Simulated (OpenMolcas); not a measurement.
An atom or ion with 22 electrons was computed by SS-CASPT2, IPEA 0.25 Eh, imaginary shift 0.1 Eh with spin-orbit coupling (OpenMolcas, ANO-RCC-VQZP, DKH2). The lowest levels that the run gave, each within 12 % of the measured value where one is at hand:

```tsv
J	Parity	E (cm-1)	g
0	even	0.0	
1	even	212	1.501
2	even	618	1.501
3	even	1194	1.501
4	even	1913	1.501
0	even	27680	
4	even	28770	0.809
1	even	28940	1.499
5	even	29260	1.037
6	even	29790	1.166
2	even	31020	1.497
2	even	31120	0.670
```

Which ion is it, and what are the configurations and terms?

Co⁵⁺ (Z = 27, charge +5; active space 4 electrons in 10 orbitals (3d 4d)). J, parity and g give the terms where levels are pure, and mixed ones are named by the computed weights; the size of the splittings, set against known spectra of the 22-electron sequence, gives the charge. In order, with the measured energies in cm-1 (Sugar and Corliss, J. Phys. Chem. Ref. Data 10, 1097 (1981)): 3d4 5D0, 3d4 5D1 (204), 3d4 5D2 (589), 3d4 5D3 (1125), 3d4 5D4 (1782), 3d4 3P0(1) (27166), 3d4 3H4 (28377), 3d4 3P1(1) (28462), 3d4 3H5 (28806), 3d4 3H6 (29234), 3d4 3P2(1) (30506), 3d4 3F2(1) (30555).

CASPT2 does not keep the components of a term degenerate, so their means are used; among the terms shown or strongly mixed into the levels shown the widest spread is 69 cm-1 (3d4 3F(1)). Active for correlation alone: 4d; no level in the range computed is led by a configuration that fills it, so any true level of that kind is missing. Measured partners are found by configuration, term and J. A level has none where our copy of the source lacks it or the pairing is in doubt (some pairs that miss far off the trend of their configuration count as doubtful), and it then counts in no deviation. Levels of configurations outside the active space are missing.

A number in round brackets counts repeated terms of one configuration in the order of the reference energies.
